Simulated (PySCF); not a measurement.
Calculated NMR parameters of CC(C)(C)OC(C)(C)C

```yaml
Formula: C8H18O
SMILES: CC(C)(C)OC(C)(C)C
InChI: InChI=1S/C8H18O/c1-7(2,3)9-8(4,5)6/h1-6H3
Point_group_of_the_computed_structure: C2
Degrees_of_unsaturation: 0
Carbon_signals: 2
Proton_signals: 1
```

Atom-mapped SMILES (the numbers label the heavy atoms): `[CH3:1][C:2]([CH3:3])([CH3:4])[O:5][C:6]([CH3:7])([CH3:8])[CH3:9]`; H(Xn) means a hydrogen on atom n.

Averaged over atoms made equivalent by symmetry, fast rotation or ring inversion, single conformer, relativity neglected, no solvent model. Shieldings: GIAO PBE0/pcSseg-1; geometry: GFN2-xTB; PySCF 2.14.0 with density-fitted response routines.

References, each an isolated molecule treated in the same way: TMS for ¹H (σ = 31.72 ppm), ¹³C (σ = 186.93 ppm); H2O for ¹⁷O (σ = 336.08 ppm).

| carbon | δC, type | δH (multiplicity) | HMBC from (2–3 bonds) | span of the C tensor (ppm) |
| --- | --- | --- | --- | --- |
| C1/C3/C4/C7/C8/C9 | 33.8, CH3 | 1.28 (s) | H(C1)/H(C3)/H(C4)/H(C7)/H(C8)/H(C9) | 49 |
| C2/C6 | 75.4, C | – | H(C1)/H(C3)/H(C4)/H(C7)/H(C8)/H(C9) | 69 |

Other nuclei:
```csv
atoms,nucleus,environment,δ (ppm),σ (ppm)
O5,¹⁷O,ether oxygen,124.4,211.7
```

1. Carbon types of the structure: 2 × C, 6 × CH3, which accounts for all hydrogens.
2. δC 75.4: fully substituted sp3 carbon bonded to O; the inductive effect lowers its shielding.
3. δC 33.8: methyl carbon; a saturated carbon with 1 carbon neighbour and no heteroatom attached.
4. δH 1.28: hydrogen on a methyl carbon.

Shifts are as computed. Against solution values, carbons near 30 ppm lie about +3 ppm off and those near 130 ppm about +5 ppm. Of 1211 compounds with measured shifts, 218 miss one by over three times the rms of a fit or turn the order of signals round; such compounds aren't used in these exercises. Experimental scales use liquid or dissolved standards, which lie at an offset from isolated H2O (liquid H2O: subtract about 36 ppm).
